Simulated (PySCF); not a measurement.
Si(NMe2)H3, C2H9NSi.
Cartesian coordinates in Å at the PBE0-D3(BJ)/def2-SVP level; atoms count from 1:
```xyz
13
C2H9NSi angstrom
Si    -0.0282   -0.0529   -1.6416
N      0.0941    0.1574    0.0768
C      1.0818   -0.5560    0.8456
C     -1.0286    0.6280    0.8472
H      1.4411    0.0632    1.6885
H      1.9558   -0.8022    0.2231
H      0.6998   -1.5045    1.2772
H     -1.7004    1.2376    0.2236
H     -1.6327   -0.1926    1.2871
H     -0.6877    1.2654    1.6844
H      1.3575   -0.1080   -2.1983
H     -0.7820    1.1119   -2.1971
H     -0.7400   -1.2993   -2.0946
```

The closed-shell ground state was solved at several levels (PySCF, density fitting, gas phase, non-relativistic).

```csv
level,basis functions,HOMO (eV),LUMO (eV),gap (eV),dipole (D)
wB97X-D/def2-SVPD,156,-8.21,2.07,10.28,0.94
B3LYP/pcSseg-1,120,-6.11,0.54,6.65,0.95
```

Problem. Estimate the row for PBE0/pcSseg-1, a basis of 120 functions; the other rows only guide the guess.

Solution. HOMO -6.32 eV, LUMO 0.76 eV, gap 7.08 eV, dipole 0.97 D.

Problem. Over all these levels, which gives the widest orbital gap and which the narrowest?

Solution. wB97X-D/def2-SVPD (range-separated hybrid) has the widest, 10.28 eV, and B3LYP/pcSseg-1 (global hybrid, 20 % exact exchange) the narrowest, 6.65 eV. Functional and basis both differ between the two, so the spread mixes both effects.

Problem. How far do the dipole and the HOMO energy spread over the levels?

Solution. The dipole runs from 0.94 to 0.97 D (mean 0.95 D) and the HOMO from -8.21 to -6.11 eV.
